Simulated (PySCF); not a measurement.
C2H7FOSi2.
Atom-mapped SMILES: `[OH:1][Si@@H:2]1[CH2:3][SiH2:4][C@@H:5]1[F:6]` (hydrogens: H7 on O1; H8 on Si2; H9, H10 on C3; H11, H12 on Si4; H13 on C5)

Computed by this run: PBE0-D3(BJ)/def2-SVP geometry optimisation, gas phase (PySCF); density fitting, grid level 1; the optimiser is geomeTRIC in internal coordinates, started from a GFN2-xTB structure with every atom displaced at random (about 0.01 Å).

Geometry at step 1:
```
atom  x, y, z in Å
O1     -2.1253   -0.5982   -0.7539
Si2    -1.0926    0.4636   -0.0044
C3      0.4160    1.0059   -1.0066
Si4     1.4507   -0.2230    0.0286
C5     -0.0183   -0.5531    1.2332
F6     -0.4202   -1.8802    1.3663
H7     -1.9663   -1.5452   -0.6119
H8     -1.8863    1.5933    0.5664
H9      0.3542    0.7945   -2.0950
H10     0.7078    2.0615   -0.8948
H11     2.6534    0.4323    0.6407
H12     1.8306   -1.4565   -0.7214
H13     0.1030   -0.1074    2.2368
```

**Question.** What forces act on the atoms?

**Answer.** 
```tsv
atom	Fx (eV/Å)	Fy (eV/Å)	Fz (eV/Å)
O1	0.004	-0.345	-0.163
Si2	-0.294	0.086	0.256
C3	-0.038	-0.352	-0.223
Si4	0.306	0.227	-0.048
C5	0.028	0.060	-0.224
F6	0.004	0.102	-0.068
H7	0.022	0.435	0.089
H8	-0.035	-0.036	-0.045
H9	0.015	-0.019	0.322
H10	-0.032	-0.005	0.109
H11	-0.017	-0.144	0.024
H12	0.000	-0.010	0.015
H13	0.038	0.002	-0.046
```

The largest, 0.44 eV/Å, acts on H7; the rms over all components is 0.163 eV/Å. The forces sum to zero within rounding, as they must for an isolated molecule in no field.

**Question.** Give the force on H7 in Eh/bohr and in nN.

**Answer.** 0.444 eV/Å ÷ 51.422 = 0.00864 Eh/bohr, and 0.444 eV/Å × 1.602 = 0.71 nN.

**Question.** How far is this geometry from the end of the optimisation?

**Answer.** 0.061 eV above it, and 0.253 Å rms away after alignment. The bonds farthest from their final lengths, with half the difference of the two atoms' forces along the bond (positive lengthens):

```json
{"bond": "Si2–C5", "now (Å)": "1.929", "final (Å)": "1.915", "force along bond (eV/Å)": "-0.06"}
{"bond": "C3–H9", "now (Å)": "1.110", "final (Å)": "1.100", "force along bond (eV/Å)": "-0.30"}
{"bond": "C3–Si4", "now (Å)": "1.911", "final (Å)": "1.904", "force along bond (eV/Å)": "-0.05"}
{"bond": "O1–Si2", "now (Å)": "1.660", "final (Å)": "1.666", "force along bond (eV/Å)": "+0.14"}
{"bond": "O1–H7", "now (Å)": "0.971", "final (Å)": "0.965", "force along bond (eV/Å)": "-0.36"}
{"bond": "Si4–H11", "now (Å)": "1.500", "final (Å)": "1.495", "force along bond (eV/Å)": "-0.20"}
```

The angle farthest from its final value is Si2–O1–H7, 117.1° against 112.1°.

Of the 2 listed bonds off by 0.010 Å or more, this force points towards the final length in 2.

The cost below is that of the whole optimisation. Time: 3.5 min of wall time; peak memory 0.51 GiB. Hardware: one thread of an Arm Neoverse N1, shared host with 64 logical CPUs at a one-minute load of 60.
